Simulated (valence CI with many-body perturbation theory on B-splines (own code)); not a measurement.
Values are calculated unless marked as measured or tabulated.
From CI to CI+MBPT in Sn⁴²⁺

Method: valence CI with perturbative core correlation (CI+MBPT): six valence electrons over a frozen Dirac-Fock core [He], a basis of 9 s, 9 p, 8 d, 6 f, 3 g, 1 h functions for each j, with the one-electron correlation potential Σ1 (screened to all orders), the two-electron term Σ2, the three-electron term Σ3, Breit, model QED; selected single and double excitations, second order for the rest, scaled by the run's own slope (own B-spline code, finite nucleus).

The last digits are not significant, and no measured levels were compared; by estimate large intervals hold to a few tenths of a per cent, small ones and those within an open d or f shell to about a per cent. Among the levels kept, up to 2200 cm⁻¹ of a level comes from second order outside the variational space, and about a tenth of that is noise between levels of different J, which matters for small intervals.

Each rung adds one term. CI alone is the Dirac-Coulomb CI over the frozen core; QED comes last and gives the full result, which names the levels. Energies are above (2s^2 2p1/2^2 2p3/2^2) J=2 on the same rung, in × 10³ cm⁻¹.

Levels are named by their leading jj configuration (3d3/2^4 stands for four electrons in 3d with j = 3/2), which in mixed levels can hold well under half, so a name can repeat and another be missing. Letters in brackets count levels of one name in rising energy.

| Level | CI alone | Σ1 | Σ2 | Σ3 | Breit | QED | Full |
| --- | --- | --- | --- | --- | --- | --- | --- |
| (2s^2 2p1/2^2 2p3/2^2) J=0 | 254.43 | +0.01 | +1.29 | -0.29 | +17.79 | -0.29 | 272.94 |
| (2s^2 2p1/2 2p3/2^3) J=1 | 1921.0 | +0.63 | +0.17 | -0.10 | -20.94 | +3.78 | 1904.5 |
| (2s^2 2p1/2 2p3/2^3) J=2 | 2066.7 | +0.63 | +0.35 | -0.33 | -38.82 | +3.84 | 2032.4 |
| (2s 2p1/2^2 2p3/2^3) J=2 | 3835.8 | -1.25 | -2.35 | -1.20 | +1.51 | -31.94 | 3800.6 |
| (2s^2 2p3/2^4) J=0 | 4078.0 | +1.24 | +1.46 | -0.50 | -50.22 | +6.99 | 4037.0 |
| (2s 2p1/2^2 2p3/2^3) J=1 | 4212.0 | -1.23 | -3.11 | -1.96 | +5.43 | -31.99 | 4179.1 |
| (2s 2p1/2 2p3/2^4) J=0 | 5816.1 | -0.62 | -1.29 | -1.32 | -21.68 | -28.25 | 5762.9 |
| (2s 2p1/2 2p3/2^4) J=1 | 6074.5 | -0.64 | -2.62 | -2.03 | -28.92 | -28.45 | 6011.9 |
| (2p1/2^2 2p3/2^4) J=0 | 8289.5 | -2.45 | -5.67 | -3.52 | +11.46 | -63.42 | 8225.9 |
| (2s^2 2p1/2^2 2p3/2 3s) J=2 | 30417 | +2.14 | +0.82 | -1.32 | -28.14 | +7.50 | 30398 |
| (2s^2 2p1/2^2 2p3/2 3s) J=1 | 30466 | +2.13 | +0.71 | -1.33 | -26.85 | +7.48 | 30448 |
| (2s^2 2p1/2^2 2p3/2 3p1/2) J=1 | 30968 | +1.76 | +0.61 | -1.32 | -14.51 | -2.48 | 30952 |
| (2s^2 2p1/2^2 2p3/2 3p1/2) J=2 | 30987 | +1.76 | +0.53 | -1.32 | -19.30 | -2.47 | 30966 |
| (2s^2 2p1/2^2 2p3/2 3p3/2) J=3 | 31529 | +1.89 | +0.63 | -1.32 | -30.22 | -1.44 | 31499 |
| (2s^2 2p1/2^2 2p3/2 3p3/2) J=1 | 31528 | +1.89 | +0.65 | -1.33 | -28.17 | -1.48 | 31500 |
| (2s^2 2p1/2^2 2p3/2 3p3/2) J=2 | 31662 | +1.90 | +0.36 | -1.32 | -27.38 | -1.44 | 31634 |
| (2s^2 2p1/2^2 2p3/2 3p3/2) J=0 | 31779 | +1.90 | +1.12 | -1.32 | -20.57 | -1.53 | 31758 |
| (2s^2 2p1/2^2 2p3/2 3d3/2) J=2 | 32139 | +2.20 | +0.78 | -1.27 | -28.35 | -2.21 | 32110 |
| (2s^2 2p1/2^2 2p3/2 3d3/2) J=3 | 32182 | +2.20 | +0.81 | -1.29 | -33.51 | -2.25 | 32148 |
| (2s^2 2p1/2^2 2p3/2 3d3/2) J=1 | 32196 | +2.20 | +0.83 | -1.29 | -28.19 | -2.29 | 32167 |
| (2s^2 2p1/2^2 2p3/2 3d3/2) J=0 | 32192 | +2.20 | +1.54 | -1.28 | -19.69 | -2.42 | 32173 |
| (2s^2 2p1/2 2p3/2^2 3s) J=2 [a] | 32243 | +2.74 | +0.78 | -1.24 | -57.33 | +10.85 | 32198 |
| (2s^2 2p1/2 2p3/2^2 3s) J=1 [a] | 32304 | +2.76 | +0.54 | -1.24 | -57.89 | +11.29 | 32260 |
| (2s^2 2p1/2^2 2p3/2 3d5/2) J=4 | 32308 | +2.22 | +1.05 | -1.29 | -38.46 | -1.92 | 32270 |
| (2s^2 2p1/2^2 2p3/2 3d5/2) J=2 | 32365 | +2.25 | +0.76 | -1.29 | -37.65 | -0.90 | 32328 |
| (2s^2 2p1/2 2p3/2^2 3s) J=3 | 32403 | +2.59 | +0.99 | -1.43 | -72.98 | +8.88 | 32341 |
| (2s^2 2p1/2 2p3/2^2 3s) J=2 [b] | 32470 | +2.76 | +0.85 | -1.49 | -78.05 | +10.64 | 32405 |
| (2s^2 2p1/2^2 2p3/2 3d5/2) J=3 | 32486 | +2.40 | +0.61 | -1.35 | -48.25 | +0.52 | 32440 |
| (2s^2 2p1/2^2 2p3/2 3d5/2) J=1 | 32492 | +2.24 | +0.82 | -1.30 | -33.29 | -1.28 | 32459 |
| (2s^2 2p1/2 2p3/2^2 3s) J=0 | 32622 | +2.77 | +2.05 | -1.73 | -51.24 | +10.94 | 32585 |
| (2s^2 2p1/2 2p3/2^2 3s) J=1 [b] | 32650 | +2.75 | +1.34 | -1.71 | -52.21 | +10.51 | 32611 |

The middle columns are the shifts that each term adds.

Problem. How does the ionisation energy move along the ladder, and which term matters most?

Solution. CI alone 6860.7, + Σ1 6861.0, + Σ2 6861.2, + Σ3 6861.0, + Breit 6856.1, + QED 6855.9 eV. The largest step is Breit, -4.9 eV. NIST lists 6859 ± 13 eV (semi-empirical).
